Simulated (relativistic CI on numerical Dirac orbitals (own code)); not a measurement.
## What each ingredient does to the levels of Tb³⁸⁺

Base calculation: Dirac-Coulomb-Breit CI, orbitals from a KLI potential per configuration, QED by a radiative potential, unscaled Slater integrals.

Configurations in the expansion (outside the closed core [Ne]): 3s²3p⁶3d⁹, 3s²3p⁵3d¹⁰, 3s3p⁶3d¹⁰, 3s²3p⁶3d⁸4s, 3s²3p⁶3d⁸4p, 3s²3p⁶3d⁸4d, 3s²3p⁴3d¹⁰4s, 3s²3p⁴3d¹⁰4p, 3s²3p⁵3d⁹4s, 3s²3p⁶3d⁸4f, 3s²3p⁴3d¹⁰4d, 3s²3p⁵3d⁹4p, 3s3p⁵3d¹⁰4s, 3s²3p⁶3d⁷4s², 3s3p⁵3d¹⁰4p, 3s²3p⁵3d⁹4d. Levels of other configurations are missing.

Variants: (1) valence Slater integrals scaled by 0.9; (2) one mean potential for all configurations. Shifts of the energy above 3s²3p⁶3d⁹ ²D5/2, in eV, for the lowest level and the first level of each name with at least 55 % of one term (blank where a level changes its place among those of its configuration and J or its character, or is not in the variant):

```
            Level     Base   Δ(1)   Δ(2)
  3s²3p⁶3d⁹ ²D5/2     0.00   0.00   0.00
  3s²3p⁶3d⁹ ²D3/2    35.13  -0.01  +0.01
3s²3p⁵3d¹⁰ ²P°3/2   354.45  +0.18  -0.08
3s²3p⁵3d¹⁰ ²P°1/2   517.21  +0.21  -0.08
  3s3p⁶3d¹⁰ ²S1/2   711.06  +0.03  +0.02
3s²3p⁶3d⁸4s ⁴F9/2  1115.23  +0.81  +1.87
3s²3p⁶3d⁸4s ²F7/2  1117.82  +0.54  +1.91
3s²3p⁶3d⁸4s ⁴F7/2  1149.75  +0.85  +2.10
3s²3p⁶3d⁸4s ⁴F5/2  1150.28  +0.82  +2.10
3s²3p⁶3d⁸4s ⁴P3/2  1161.81  -0.24  +1.98
3s²3p⁶3d⁸4s ²G9/2  1162.96  -0.56  +1.96
3s²3p⁶3d⁸4s ²G7/2  1163.34  -0.57  +1.98
3s²3p⁶3d⁸4s ²P1/2  1163.52  -0.43  +2.00
3s²3p⁶3d⁸4s ²S1/2  1210.52         +2.02
```

At this charge energies of transitions that change n are usually good to better than 1 %, and those within a shell (Δn = 0) to a few per cent.

Ionisation energy from the two ground configurations alone: base 2851.97 eV; valence Slater integrals scaled by 0.9 2852.56 eV. The NIST ASD value (theoretical) is 2852 eV.

LS names give the leading component of a level, which can be under half, so a name can repeat, a term be missing and a line seem to break the LS rules.
